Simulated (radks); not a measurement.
Results of a calculation; reference values are marked as such.
Q: The promethium ion Pm+, 60 electrons, occupied as [Xe] 4f5 6s1. Code: a radial shooting solver on a logarithmic mesh with Libxc functionals. Model: Dirac Kohn-Sham, Slater X-alpha with alpha = 0.978, spin-unpolarised, spherical densities, finite nucleus; open shells are shared between the two j in proportion to 2j + 1; Fermi nuclear charge, rms radius 4.962 fm. Some entries of the table are withheld. Estimate them.

orbital     occ.  eigenvalue (hartree)  r(max) (bohr)
1s1/2          2                   (1)        0.01477
2s1/2          2             -271.7381        0.08374
2p1/2          2             -257.9403            (2)
2p3/2          4             -237.0888            (3)
3s1/2          2             -59.86979         0.2377
3p1/2          2             -53.85563         0.2244
3p3/2          4             -49.63290         0.2362
3d3/2          4             -39.07274         0.1882
3d5/2          6             -38.14897         0.1916
4s1/2          2                   (4)         0.5486
4p1/2          2              -9.93127         0.5541
4p3/2          4              -9.00302         0.5793
4d3/2          4              -5.15380         0.5908
4d5/2          6              -4.98645         0.5990
5s1/2          2              -1.90746          1.272
5p1/2          2              -1.27130          1.387
5p3/2          4              -1.14146          1.459
4f5/2    2.14286              -0.52334         0.6155
4f7/2    2.85714              -0.50314         0.6203
6s1/2          1              -0.34060          3.318

A: 
(1) 1s1/2 eigenvalue (hartree): -1661.321
(2) 2p1/2 r(max) (bohr): 0.06344
(3) 2p3/2 r(max) (bohr): 0.06898
(4) 4s1/2 eigenvalue (hartree): -12.24856
